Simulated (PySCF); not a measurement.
**Re²⁺ (rhenium, charge +2) across methods**

[Xe] 4f14 5d4 6s1, high-spin 6D determinant (an excited configuration). All numbers are calculated (PySCF 2.14, a scalar-relativistic core potential, in aug-cc-pVTZ-PP with ECP60MDF).

| method | E (hartree) | mean ε 5p β (eV) | mean ε 5d α (eV) | mean ε 6s α (eV) | Σ⟨r²⟩ (bohr²) | ⟨S²⟩ |
| --- | --- | --- | --- | --- | --- | --- |
| wB97X-V | -77.4420 | -69.653 | -28.737 | -24.771 | 34.08 | 8.751 |
| TPSS | -77.4829 | -64.760 | -24.911 | -21.964 | 34.12 | 8.751 |
| LDA | -77.3040 | -64.500 | -24.902 | -22.383 | 34.29 | 8.750 |
| UHF | -76.94335 | -72.617 | -30.794 | -24.795 | 34.28 | 8.754 |
| r2SCAN | -77.5357 | -65.335 | -25.411 | -22.373 | 33.98 | 8.752 |
| PBE0 | -77.4849 | -66.885 | -26.562 | -22.912 | 34.06 | 8.751 |
| BLYP | -77.4656 | -64.515 | -24.564 | -21.863 | 34.18 | 8.750 |
| PBE | -77.5126 | -64.538 | -24.913 | -22.107 | 34.13 | 8.751 |

Q: Estimate the same row for revPBE.

A: E (hartree) = -77.5610; mean ε 5p β (eV) = -64.563; mean ε 5d α (eV) = -24.894; mean ε 6s α (eV) = -22.039; Σ⟨r²⟩ (bohr²) = 34.08; ⟨S²⟩ = 8.751.

Energies and moments cover only the electrons outside the core potential. Spin-orbit coupling, absent here, splits the open shell strongly.
